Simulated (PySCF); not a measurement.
**Working out the ionisation energy of Tc**

Tc [Kr] 4d5 5s2 (6S) → Tc⁺ [Kr] 4d5 5s1 (7S). All numbers are calculated (PySCF 2.14, a scalar-relativistic core potential, in aug-cc-pwCVTZ-PP with ECP28MDF (8s8p7d4f3g, 122 functions)). Frozen: nothing. Energies in hartree (1 hartree = 27.21139 eV):

| part | Tc (lower) | Tc⁺ (upper) |
| --- | --- | --- |
| UHF | -79.849512 | -79.646183 |
| MP2 opposite-spin | -0.338897 | -0.292987 |
| MP2 same-spin | -0.167428 | -0.162133 |

Task: What does Hartree-Fock give?

Result: (-79.646183) − (-79.849512) = 0.203329 hartree = 5.533 eV.

Task: What do MP2 and SCS-MP2 (6/5 opposite-spin, 1/3 same-spin) give?

Result: The opposite-spin parts differ by 1.249 eV and the same-spin parts by 0.144 eV. MP2: 5.533 + (1.249) + (0.144) = 6.926 eV. SCS-MP2: 5.533 + 1.2 × (1.249) + (0.144)/3 = 7.080 eV.

Measured between the centres of the two terms (NIST): 7.119 eV, so MP2 (valence and next inner shell) is off by -0.193 eV.

What remains against the reference includes basis incompleteness and correlation beyond second order.
